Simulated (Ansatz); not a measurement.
C2H6O2Si (`C1OC[SiH2]O1`), relaxed with RKS PBE-D4/def2-SVP in Ansatz 0.2.0 from a rough embedded geometry. The force threshold is 0.03 eV/Å; the program also tests the step.

Total charge 0; spin multiplicity 1.

Start:

```xyz
11

C    -0.882    0.433   -0.979
O     0.031    1.335   -0.434
C     0.602    0.668    0.700
Si    0.509   -1.162    0.391
O    -0.606   -0.980   -0.878
H    -1.033    0.672   -2.096
H    -1.884    0.617   -0.547
H     0.139    0.998    1.572
H     1.686    1.039    0.756
H     1.691   -1.801   -0.024
H    -0.253   -1.819    1.540
```

Q: How much energy does the relaxation release, and in how many steps? (An estimate is asked.)

A: Ansatz gave: 0.57 eV, in 6 steps.

Q: Which bonds change most? (Estimate.)

A: The calculation gave: Si4–H10 from 1.407 to 1.501 Å; C3–H8 from 1.041 to 1.119 Å; C3–Si4 from 1.858 to 1.920 Å; C1–H6 from 1.153 to 1.110 Å.

Q: Give the relaxed structure. (Estimate.)

A: The calculation gave: 
```xyz
11

C    -0.913    0.443   -1.018
O     0.178    1.216   -0.572
C     0.630    0.717    0.696
Si    0.463   -1.174    0.409
O    -0.643   -0.944   -0.863
H    -1.061    0.678   -2.093
H    -1.843    0.701   -0.445
H    -0.024    1.067    1.533
H     1.652    1.105    0.871
H     1.700   -1.873   -0.075
H    -0.139   -1.935    1.557
```
